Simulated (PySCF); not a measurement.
Geometries of 4 isomers of C5H10Se, from PBE0-D3(BJ)/def2-SVP geometry optimisation, gas phase in PySCF. One conformer each, no zero-point energy, no frequencies.

**Question.** Which isomer lies lowest at this level?
A.
```xyz
16
angstrom
C     -2.402    0.288   -0.346
C     -1.152   -0.064    0.444
C      0.132    0.133   -0.351
C      1.390   -0.212    0.453
C      2.634   -0.054   -0.344
Se     3.982    1.004    0.023
H     -2.386    1.342   -0.668
H     -3.313    0.137    0.252
H     -2.491   -0.332   -1.252
H     -1.105    0.547    1.362
H     -1.209   -1.113    0.785
H      0.098   -0.481   -1.268
H      0.202    1.182   -0.689
H      1.448    0.399    1.367
H      1.323   -1.272    0.768
H      2.677   -0.661   -1.263
```
B.
```xyz
16
angstrom
C     -2.312   -1.185   -0.781
C     -1.555   -0.339   -0.070
C     -2.065    0.983    0.420
C     -0.130   -0.671    0.256
Se     1.096    0.356   -0.893
C      2.670    0.189    0.230
H     -1.915   -2.142   -1.133
H     -3.349   -0.949   -1.033
H     -2.019    1.034    1.521
H     -1.437    1.805    0.040
H     -3.103    1.160    0.109
H      0.112   -0.392    1.293
H      0.075   -1.741    0.117
H      3.489    0.713   -0.282
H      2.505    0.656    1.211
H      2.949   -0.867    0.356
```
C.
```xyz
16
angstrom
C      2.729    0.199   -0.215
Se     1.159    1.329   -0.054
C      0.054    0.057    0.870
C     -0.430   -1.186    0.174
C     -1.404   -0.100    0.520
C     -2.083    0.708   -0.554
H      3.485    0.769   -0.773
H      3.129   -0.055    0.776
H      2.484   -0.718   -0.768
H      0.306   -0.038    1.931
H     -0.168   -1.299   -0.882
H     -0.445   -2.120    0.742
H     -2.039   -0.300    1.391
H     -2.982    0.185   -0.919
H     -1.415    0.876   -1.410
H     -2.399    1.693   -0.174
```
D.
```xyz
16
angstrom
C      2.536   -0.514   -0.160
C      1.175   -0.086   -0.666
C      0.233    0.559    0.303
Se     0.669    0.991    1.962
C     -1.158    0.785   -0.220
C     -2.075   -0.402    0.085
H      3.095    0.344    0.242
H      2.443   -1.246    0.655
H      3.123   -0.966   -0.972
H      1.282    0.628   -1.507
H      0.637   -0.942   -1.119
H     -1.117    0.945   -1.311
H     -1.576    1.692    0.240
H     -1.700   -1.332   -0.369
H     -3.086   -0.218   -0.308
H     -2.148   -0.557    1.171
```

**Answer.** D. That is `[Se]=C(CC)CC`, 6.0 kcal/mol below the next.

```csv
SMILES,atoms numbered as above,E (Eh),relative (kcal/mol),relative (kJ/mol),dipole (D)
CCC(=[Se])CC,[CH3:1][CH2:2][C:3](=[Se:4])[CH2:5][CH3:6],-2597.14165,0.0,0.0,2.66
CCCCC=[Se],[CH3:1][CH2:2][CH2:3][CH2:4][CH:5]=[Se:6],-2597.13212,6.0,25.0,2.53
C=C(C)C[Se]C,[CH2:1]=[C:2]([CH3:3])[CH2:4][Se:5][CH3:6],-2597.13163,6.3,26.3,1.48
C[Se][C@@H]1C[C@@H]1C,[CH3:1][Se:2][C@@H:3]1[CH2:4][C@@H:5]1[CH3:6],-2597.12817,8.5,35.4,1.37
```

As drawn, the highest has a three-membered ring, which the lowest lacks.
